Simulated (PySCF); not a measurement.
Molecule: `C1C([SiH2]P)C1`, C3H9PSi.

Geometry (Å), atoms numbered from 1 in this order:
```xyz
14

P     1.851   -1.846    0.949
Si    1.006   -0.528   -0.657
C    -0.806   -0.226   -0.239
C    -1.493    1.023   -0.710
C    -1.184    0.852    0.739
H     1.888   -0.864    1.923
H     3.171   -1.627    0.598
H     1.131   -1.253   -1.928
H     1.696    0.765   -0.776
H    -1.427   -1.114   -0.208
H    -0.915    1.741   -1.272
H    -2.522    0.955   -1.029
H    -0.398    1.457    1.166
H    -1.999    0.663    1.422
```

Frames of a GFN2-xTB Langevin trajectory at 200 K; GIAO PBE0/pcSseg-1 shieldings in PySCF 2.14, gas phase, non-relativistic; equivalent atoms averaged within each frame.

Chemical shifts δ = σref − σ; 31P (σ = 318.38 ppm) against H3PO4; TMS for 29Si (σ = 349.16 ppm) and 13C (σ = 186.93 ppm) and 1H (σ = 31.72 ppm), all at this level. The references are static minima.

Q: How do the shifts (ppm) fluctuate along the trajectory?

A: 
```csv
time (fs),P1,Si2,C4/C5,C3,H8/H9,H12/H14,H6/H7,H10,H11/H13
250,-311.1,-29.2,5.5,0.3,4.64,1.26,0.97,0.32,0.00
425,-329.4,-37.2,3.7,-4.4,4.30,0.72,0.95,-0.12,0.26
625,-302.1,-34.8,9.5,-3.2,4.41,1.24,1.43,0.00,1.09
800,-283.7,-38.0,7.5,1.1,4.83,0.97,1.39,0.73,0.76
1000,-330.6,-32.1,5.3,-9.6,4.45,0.43,0.29,-1.70,0.01
mean of frames,-311.4,-34.3,6.3,-3.1,4.53,0.92,1.01,-0.15,0.43
standard deviation,19.7,3.7,2.2,4.3,0.21,0.35,0.46,0.93,0.48
```

5 frames give an uncertainty of the mean of about the standard deviation over 2.2 at best, since frames this close in time may not be independent; classical motion lacks zero-point vibration, and the reference would need the same averaging.
